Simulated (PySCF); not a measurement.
Species: C₅H₆S₂.
Bonds: C1–S2, S2–C3, C3–C4 (aromatic), C4–C5 (aromatic), C5–S6 (aromatic), S6–C7 (aromatic), C3–C7 (aromatic). Hydrogens: H8, H9, H10 on C1; H11 on C4; H12 on C5; H13 on C7.

The same species was optimised twice, with GFN2-xTB and with PBE0-D3(BJ)/def2-SVP (PySCF), and the same property calculations (PySCF, gas phase) were run on both structures.

| coordinate | GFN2-xTB | PBE0-D3(BJ)/def2-SVP | change |
| --- | --- | --- | --- |
| C1–S2 (Å) | 1.814 | 1.798 | -0.016 |
| C3–C7 (Å) | 1.360 | 1.375 | +0.015 |
| C4–C5 (Å) | 1.353 | 1.367 | +0.014 |
| C3–C4 (Å) | 1.422 | 1.432 | +0.010 |
| C5–S6 (Å) | 1.720 | 1.715 | -0.005 |
| S2–C3 (Å) | 1.757 | 1.754 | -0.003 |
| S6–C7 (Å) | 1.724 | 1.721 | -0.003 |
| C5–S6–C7 (°) | 91.1 | 91.9 | +0.8 |
| C1–S2–C3 (°) | 102.0 | 101.4 | -0.6 |
| C4–C3–C7 (°) | 112.6 | 112.1 | -0.5 |
| S2–C3–C7 (°) | 127.3 | 127.7 | +0.4 |
| C4–C5–S6 (°) | 112.2 | 112.0 | -0.2 |
| C3–C7–S6 (°) | 111.7 | 111.6 | -0.1 |
| S2–C3–C4 (°) | 120.2 | 120.2 | 0.0 |
| C3–C4–C5 (°) | 112.4 | 112.4 | 0.0 |
| C1–S2–C3–C4 (°) | 179 | 180 | +1 |

Rotational constants: A = 4675, B = 1152, C = 929.9 MHz (GFN2-xTB) against A = 4656, B = 1150, C = 928.0 MHz (PBE0-D3(BJ)/def2-SVP). Point groups within 0.08 Å: Cs and Cs. Atoms that the bonding makes alike are paired by their places after alignment.

On the GFN2-xTB structure: HOMO (eV) -6.04 [PBE0/pcSseg-1]; LUMO (eV) -0.41 [PBE0/pcSseg-1]; dipole (D) 1.02 [PBE0/pcSseg-1]; GIAO shielding of C1 (ppm) 167.2 [PBE0/pcSseg-1]; GIAO shielding of S2 (ppm) 491.5 [PBE0/pcSseg-1]; GIAO shielding of C3 (ppm) 44.2 [PBE0/pcSseg-1]; GIAO shielding of C4 (ppm) 57.1 [PBE0/pcSseg-1]; GIAO shielding of C5 (ppm) 51.8 [PBE0/pcSseg-1]; GIAO shielding of S6 (ppm) 274.2 [PBE0/pcSseg-1]; GIAO shielding of C7 (ppm) 69.4 [PBE0/pcSseg-1].

Q: What do these properties become on the PBE0-D3(BJ)/def2-SVP structure?

A: 
```json
{"property": "HOMO (eV)", "level": "PBE0/pcSseg-1", "on GFN2-xTB": "-6.04", "on PBE0-D3(BJ)/def2-SVP": "-6.04", "change": "0.00"}
{"property": "LUMO (eV)", "level": "PBE0/pcSseg-1", "on GFN2-xTB": "-0.41", "on PBE0-D3(BJ)/def2-SVP": "-0.44", "change": "-0.03"}
{"property": "dipole (D)", "level": "PBE0/pcSseg-1", "on GFN2-xTB": "1.02", "on PBE0-D3(BJ)/def2-SVP": "0.99", "change": "-0.03"}
{"property": "energy, GFN2-xTB geometry as zero (kcal/mol)", "level": "PBE0/pcSseg-1", "on GFN2-xTB": "0.0", "on PBE0-D3(BJ)/def2-SVP": "-0.4", "change": "-0.4"}
{"property": "GIAO shielding of C1 (ppm)", "level": "PBE0/pcSseg-1", "on GFN2-xTB": "167.2", "on PBE0-D3(BJ)/def2-SVP": "165.9", "change": "-1.3"}
{"property": "GIAO shielding of S2 (ppm)", "level": "PBE0/pcSseg-1", "on GFN2-xTB": "491.5", "on PBE0-D3(BJ)/def2-SVP": "494.4", "change": "+2.9"}
{"property": "GIAO shielding of C3 (ppm)", "level": "PBE0/pcSseg-1", "on GFN2-xTB": "44.2", "on PBE0-D3(BJ)/def2-SVP": "41.3", "change": "-2.9"}
{"property": "GIAO shielding of C4 (ppm)", "level": "PBE0/pcSseg-1", "on GFN2-xTB": "57.1", "on PBE0-D3(BJ)/def2-SVP": "53.7", "change": "-3.4"}
{"property": "GIAO shielding of C5 (ppm)", "level": "PBE0/pcSseg-1", "on GFN2-xTB": "51.8", "on PBE0-D3(BJ)/def2-SVP": "50.3", "change": "-1.5"}
{"property": "GIAO shielding of S6 (ppm)", "level": "PBE0/pcSseg-1", "on GFN2-xTB": "274.2", "on PBE0-D3(BJ)/def2-SVP": "275.1", "change": "+0.9"}
{"property": "GIAO shielding of C7 (ppm)", "level": "PBE0/pcSseg-1", "on GFN2-xTB": "69.4", "on PBE0-D3(BJ)/def2-SVP": "67.4", "change": "-2.0"}
```

The heavy atoms differ by 0.011 Å rms after alignment. Among bonds between heavy atoms C1–S2 and C3–C7 change most and about equally (-0.016 to +0.015 Å). Changes are differences of the printed values. Neither structure is proved a minimum here.

Shape of the structure used: `[CH3:1][S:2][c:3]1[cH:4][cH:5][s:6][cH:7]1`: C1–S2–C3–C4 180°.
